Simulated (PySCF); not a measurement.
4-methyl-1,3-thiazole (C₄H₅NS), SMILES Cc1cscn1. The structure is a stationary point at PBE0-D3(BJ)/def2-SVP.

Computed with PySCF with PBE0-D3(BJ)/def2-SVP.

Harmonic wavenumbers (cm⁻¹): 124, 237, 338, 502, 570, 669, 692, 748, 826, 852, 907, 971, 1003, 1050, 1157, 1252, 1374, 1405, 1445, 1457, 1528, 1605, 3064, 3150, 3181, 3241, 3284. Rotational constants (GHz): 7.333, 2.527, 1.902; symmetry number 1.

Question: Work out the zero-point energy and the ideal-gas rigid-rotor harmonic-oscillator thermochemistry at 298.15 K and 1 atm.

Answer: ZPE = ½ Σ hcν = ½ × 36629 cm⁻¹ = 52.36 kcal/mol. H − E(el) = 56.41 kcal/mol. Entropy in cal/(mol K): translation 39.69, rotation 26.61, vibration 9.09, total 75.40. G − E(el) = 33.93 kcal/mol. Cp = 21.78 cal/(mol K). Modes under 150 cm⁻¹ make the vibrational entropy uncertain.
